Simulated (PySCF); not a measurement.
How methods differ on the electron affinity of Ge

Ge⁻ [Ar] 3d10 4s2 4p3 [4p1/2^2 4p3/2^1, M_J = 3/2] → Ge [Ar] 3d10 4s2 4p2 [4p1/2^2, M_J = 0], as a difference of total energies. Calculation: PySCF 2.14, in x2c-SVPall-2c with one added diffuse shell each of s, p, d type (6s7p4d, 47 functions); the two-component X2C-1e Hamiltonian. Correlated levels: [Ne] frozen. "Screened" scales the spin-orbit matrix elements by Boettger's factors to mimic the two-electron term; Breit and QED terms are absent.

```
                    method  electron affinity (eV)
           GHF (spin-free)                   0.922
          GMP2 (spin-free)                   1.293
 GHF (screened spin-orbit)                   0.859
GMP2 (screened spin-orbit)                   1.231
```

Problem. How much does correlation contribute at GMP2 (screened spin-orbit)?

Solution. 1.231 − (0.859) = 0.372 eV, measured against GHF (screened spin-orbit).

The spin-free rows relax to the high-spin LS determinant and lack the spin-orbit shift.

Errors of the correlated levels include the incompleteness of this basis and the frozen core.

The labels give the starting determinants; with spin-orbit coupling the two ends relaxed to ⟨J²⟩ = 3.75, ⟨L²⟩ = 0.01, ⟨S²⟩ = 3.75 and ⟨J²⟩ = 1.74, ⟨L²⟩ = 2.01, ⟨S²⟩ = 1.99.

The determinant of Ge mixes levels of different J (the jj label is only the starting occupation), so the difference between spin-free and spin-orbit rows is not the physical spin-orbit shift.

For comparison: 1.233 eV (measured; photodetachment measurements, as compiled on the Wikipedia data page of electron affinities).
